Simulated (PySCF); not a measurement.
A run that did not reach its result, on `CC#C[C@@]12CC[C@@H]1C2` (driver script around PySCF, density fitting, GFN2-xTB geometry as the base; each input is a line of settings and coordinates in Å).

Command:
```bash
OMP_NUM_THREADS=1 python probes_run.py task.json out
```
Input:
```
{"job": {"kind": "nmr", "xc": "SCAN", "basis": "pcSseg-1", "pop": false, "scf": {"diis": false, "max_cycle": 95}}, "charge": 0, "multiplicity": 1}
C      3.494761     0.967824    -0.274723
C      2.124595     0.540482    -0.096877
C      0.989465     0.178054     0.056666
C     -0.359489    -0.219373     0.226419
C     -1.480293     0.705365     0.710123
C     -2.445683     0.032224    -0.286122
C     -1.322317    -0.885644    -0.745314
C     -0.789143    -1.647604     0.424877
H      4.096790     0.675473     0.585925
H      3.535439     2.051794    -0.382044
H      3.914888     0.510020    -1.170329
H     -1.290568     1.752799     0.486061
H     -1.733067     0.603564     1.765443
H     -3.304373    -0.474970     0.155078
H     -2.793752     0.709095    -1.063093
H     -1.158539    -1.199526    -1.763293
H     -0.043505    -2.399522     0.210285
H     -1.443969    -1.893737     1.249226
```

Output:
```
final grid: 143384 points
cycle   1  E = -310.4615375195  dE =  1.006e+00  |g| = 5.511e-01  |ddm| = 4.361e+00
cycle   2  E = -310.4321757482  dE =  2.936e-02  |g| = 6.424e-01  |ddm| = 1.552e+00
cycle   3  E = -310.3416557174  dE =  9.052e-02  |g| = 8.796e-01  |ddm| = 2.097e+00
cycle   4  E = -309.9071195132  dE =  4.345e-01  |g| = 1.516e+00  |ddm| = 2.988e+00
cycle   5  E = -308.3402319443  dE =  1.567e+00  |g| = 2.788e+00  |ddm| = 5.270e+00
cycle   6  E = -280.4351809877  dE =  2.791e+01  |g| = 7.679e+00  |ddm| = 3.073e+01
cycle   7  E = -224.1217967876  dE =  5.631e+01  |g| = 1.397e+01  |ddm| = 3.292e+01
cycle   8  E = -78.5578702526  dE =  1.456e+02  |g| = 2.218e+01  |ddm| = 7.704e+01
cycle   9  E = -99.6006149657  dE = -2.104e+01  |g| = 1.846e+01  |ddm| = 8.492e+01
cycle  10  E = 259.5589389265  dE =  3.592e+02  |g| = 2.719e+01  |ddm| = 7.626e+01
... (75 lines left out)
cycle  86  E = 255.9696830562  dE =  2.912e+02  |g| = 2.759e+01  |ddm| = 9.014e+01
cycle  87  E = -35.2562912131  dE = -2.912e+02  |g| = 2.198e+01  |ddm| = 9.014e+01
cycle  88  E = 255.9696830562  dE =  2.912e+02  |g| = 2.759e+01  |ddm| = 9.014e+01
cycle  89  E = -35.2562912131  dE = -2.912e+02  |g| = 2.198e+01  |ddm| = 9.014e+01
cycle  90  E = 255.9696830562  dE =  2.912e+02  |g| = 2.759e+01  |ddm| = 9.014e+01
cycle  91  E = -35.2562912131  dE = -2.912e+02  |g| = 2.198e+01  |ddm| = 9.014e+01
cycle  92  E = 255.9696830562  dE =  2.912e+02  |g| = 2.759e+01  |ddm| = 9.014e+01
cycle  93  E = -35.2562912131  dE = -2.912e+02  |g| = 2.198e+01  |ddm| = 9.014e+01
cycle  94  E = 255.9696830562  dE =  2.912e+02  |g| = 2.759e+01  |ddm| = 9.014e+01
cycle  95  E = -35.2562912131  dE = -2.912e+02  |g| = 2.198e+01  |ddm| = 9.014e+01
SCF not converged, last energy = -35.2562912131
```

Time: 4.6 min; peak memory 0.63 GiB. Hardware: one thread, Arm Neoverse V1 (aarch64), on a shared host.

**Question.** Diagnose the run.

**Answer.** The energy swings between two values 290 Eh apart, cycle after cycle, with a gradient of 2.2e+01 at cycle 95; DIIS was off. Go back to DIIS. SCAN is a meta-GGA, for which the driver's response step would refuse in any case. Its energy and orbitals aren't self-consistent and shouldn't be used.
